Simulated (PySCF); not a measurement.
# Yb(III) with different ligands

Computed with PySCF 2.14.0, PBE0, def2-SVP on the ligands, density fitting, scalar-relativistic core potentials, no spin-orbit coupling, vacuum. The metal has lcecp-1-SVP with ECP59. Each complex is relaxed within the symmetry of a template of the same shape. Distances are means of the shortest metal–ligand contacts, charges and spins Mulliken's; removal energies are rigid, with the ligand's formal charge and no counterpoise, so too large; for an anion taken off a cation in vacuum most of it is the attraction of opposite charges, and multiply charged cations can part far more cheaply with an electron moved from ligand to metal. lcecp potentials hold a fixed number of 4f electrons in the core, out of states, spins and gaps.

```
  complex  point group  M–first ligand (Å)  charge on M (e)  dipole (D)  removal of one first-named ligand (eV)  strongest infrared band, degenerate modes summed (cm⁻¹)  unstable modes (below −25 cm⁻¹)
YbH3(H2O)           C1               1.989             0.53        5.33                                    9.34                                                     1410                                0
```

**Question.** Order these by the energy to remove one first-named ligand, lowest first.
A. YbCl3(H2O)
B. YbCl3(NH3)
C. YbF3(H2O)
D. YbH3(NH3)
E. YbF3(NH3)

**Answer.** B (9.11), D (9.15), A (9.23), E (11.32), C (11.40).

**Question.** What else do they give?

**Answer.** 
```csv
complex,point group,M–first ligand (Å),charge on M (e),dipole (D),removal of one first-named ligand (eV),"strongest infrared band, degenerate modes summed (cm⁻¹)",unstable modes (below −25 cm⁻¹)
YbCl3(H2O),C1,2.442,0.83,5.92,9.23,251,0
YbH3(NH3),C3v,1.993,0.51,5.49,9.15,1418,0
YbCl3(NH3),C3v,2.446,0.78,5.61,9.11,1227,0
YbF3(NH3),C3v,1.989,1.14,5.97,11.32,571,0
YbF3(H2O),Cs,1.984,1.17,6.64,11.40,572,"0 (lowest -14 cm⁻¹, within noise)"
```

Members with unstable modes aren't minima as they stand: saddle points kept by symmetry or, where the modes are soft, flat surfaces and noise. Moved off a saddle point of the template and relaxed again: YbCl3(H2O), YbH3(H2O). One start shape was tried for each, so a minimum needn't be the lowest isomer.
